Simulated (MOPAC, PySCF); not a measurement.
CH₃AlCl₂, SMILES `[CH3][Al]([Cl])[Cl]`, neutral singlet in the gas phase. 

Cartesian coordinates (Å):
SMILES: [Cl][Al]([CH3])[Cl]
```xyz
7

C     -0.9759    -0.0166    -0.0151
Al     0.9561     0.0149    -0.0044
Cl     2.0880    -1.7517     0.0032
Cl     2.0268     1.8190     0.0261
H     -1.3564    -0.9211    -0.4919
H     -1.3550    -0.0002     1.0106
H     -1.3836     0.8558    -0.5284
```
Charge 0, spin multiplicity 1.

All levels are single points at this geometry (B3LYP-D3(BJ)/def2-TZVP); Pople sets use spherical d functions. Orbital energies aren't observables, and empty levels follow the basis.

```tsv
level	HOMO (eV)	LUMO (eV)	gap (eV)	dipole (D)	vertical IE, Delta-SCF (eV)
PBE-D3(BJ)/def2-TZVP in PySCF	-7.55	-1.69	5.86	1.99	–
ωB97X-D3(BJ)/def2-TZVP in PySCF	-11.32	1.02	12.34	2.04	11.33
B3LYP/6-31G* in PySCF	-8.56	-1.13	7.43	2.38	10.83
BP86/6-31G* in PySCF	-7.59	-1.77	5.82	2.39	–
M06-2X/6-31G* in PySCF	-10.06	-0.42	9.64	2.45	–
SVWN5/6-31G* in PySCF	-7.60	-1.92	5.68	2.45	–
HF/STO-3G in PySCF	-10.03	7.04	17.07	3.16	–
PM3 in MOPAC	-10.55	-2.55	8.01	2.49	–
PM6 in MOPAC	-11.14	0.67	11.81	2.86	–
```
